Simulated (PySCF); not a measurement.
C₂H₅F₂In, SMILES C[CH2][In]([F])[F].

The structure is a stationary point at PBE0-D3(BJ)/def2-SVP. The structure was generated by enumeration; whether it is a known compound was not checked. The def2 effective core potentials stand for the cores of In; spin–orbit coupling is left out. Other conformers were not sampled.

Two levels are set side by side: PBE/def2-TZVP (PySCF) and CAM-B3LYP/def2-TZVP (PySCF). Same geometry, gas phase. Differences are taken from unrounded values.

```json
[
 {"quantity": "orbital gap (eV)", "PBE": "4.68"},
 {"quantity": "highest occupied level (eV)", "PBE": "-7.30"},
 {"quantity": "lowest empty level (eV)", "PBE": "-2.62"},
 {"quantity": "dipole moment (D)", "PBE": "4.86"},
 {"quantity": "mean polarisability (bohr³)", "PBE": "59.7"}
]
```

Task: These are the PBE values. What does CAM-B3LYP give? (The exact figures need the calculation; the answer reports its results.)

Result: 
```csv
quantity,CAM-B3LYP,PBE minus CAM-B3LYP
orbital gap (eV),9.12,-4.44
highest occupied level (eV),-9.96,2.66
lowest empty level (eV),-0.84,-1.78
dipole moment (D),5.01,-0.15
mean polarisability (bohr³),55.7,4.0
```

PBE's occupied levels lie high since its potential decays too fast outside the molecule; exact exchange lowers them and widens the gap. PBE's more diffuse valence density responds more strongly to a field. Differences between two approximate levels are no errors against the true value.

Rough cost on one machine, each run with all the roots and properties that it gave: CAM-B3LYP against PBE within a factor of 2.
